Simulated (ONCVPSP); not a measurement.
# Scattering properties, ONCV potential for Ce

| Item | Value |
| --- | --- |
| Element | cerium |
| Generator | ONCVPSP 4.0.1 |
| Type | optimised norm-conserving Vanderbilt (ONCV) |
| Functional | PW91 |
| Relativity | scalar-relativistic |
| Frozen core | [Kr] |
| Valence charge | 22 |
| Reference configuration | 4d10 4f1 5s2 5p6 5d1 6s1.75 (charge +0.25) |
| Partial waves | 5s+6s: rc 2.50 bohr, ncon 5, nbas 9, qcut 3.6 1/bohr, 2 projectors; 5p: rc 2.90 bohr, ncon 3, nbas 8, qcut 5.9 1/bohr, 1 projector; 4d+5d: rc 1.20 bohr, ncon 3, nbas 8, qcut 16 1/bohr, 2 projectors; 4f: rc 1.20 bohr, ncon 4, nbas 9, qcut 15.2 1/bohr, local |
| Local potential | the f channel |
| Core correction | Teter function, fcfact 5.75, rcfact 1.05 |

The phase is arctan(r·R′/R) of the radial function R(r), unwrapped; energies in Ha, scanned from -6 to 5 Ha. A pole is an energy at which the radial function vanishes at the test radius. The pseudo phase is shifted by a multiple of π to meet the all-electron one at the reference energy, and phase errors are pseudo minus all-electron; the curves can meet again beyond the range given. Levels narrower than the energy grid can be missing from the lists of poles.

```tsv
channel	radius (bohr)	reference energy (Ha)	poles, all-electron	poles, pseudo	unbroken range about the reference energy with phases within 0.05 rad	phase error 1 Ha above the reference energy (rad)
s	2.54	-0.18	-1.38, 2.70	-1.38, 1.72, 3.14	below 1.5	-0.014
p	2.95	-0.91	-0.78, 2.09	-0.78, 1.50, 4.07	below -0.1	-0.116
d	1.22	-0.16	-3.25	-3.25	the whole range	-0.000
f	1.22	-0.25	1.20	1.34	below 2.2	+0.012
```

Note: ghosts flagged at negative energy: s at -423.8 eV, p at -269.1 eV; no localised positive-energy state flagged. A true bound ghost makes a file unfit for plane-wave use.

Phases in the d channel:

```csv
E (Ha),all-electron,pseudo
-5.96,0.835,0.835
-5.68,0.668,0.668
-5.40,0.392,0.392
-5.12,-0.049,-0.049
-4.84,-0.572,-0.572
-4.56,-0.968,-0.968
-4.28,-1.211,-1.211
-4.00,-1.361,-1.361
-3.72,-1.460,-1.460
-3.44,-1.532,-1.532
-3.16,-1.587,-1.588
-2.88,-1.632,-1.632
-2.60,-1.670,-1.671
-2.32,-1.704,-1.704
-2.04,-1.735,-1.735
-1.76,-1.765,-1.765
-1.48,-1.794,-1.794
-1.20,-1.823,-1.823
-0.92,-1.854,-1.854
-0.64,-1.886,-1.886
-0.36,-1.921,-1.921
-0.08,-1.960,-1.960
0.20,-2.004,-2.004
0.48,-2.055,-2.055
0.76,-2.114,-2.114
1.04,-2.186,-2.186
1.32,-2.273,-2.274
1.60,-2.381,-2.382
1.88,-2.517,-2.518
2.16,-2.684,-2.688
2.44,-2.886,-2.892
2.72,-3.115,-3.123
3.00,-3.350,-3.360
3.28,-3.568,-3.580
3.56,-3.756,-3.768
3.84,-3.908,-3.921
4.12,-4.030,-4.042
4.40,-4.127,-4.139
4.68,-4.205,-4.216
4.96,-4.269,-4.280
```
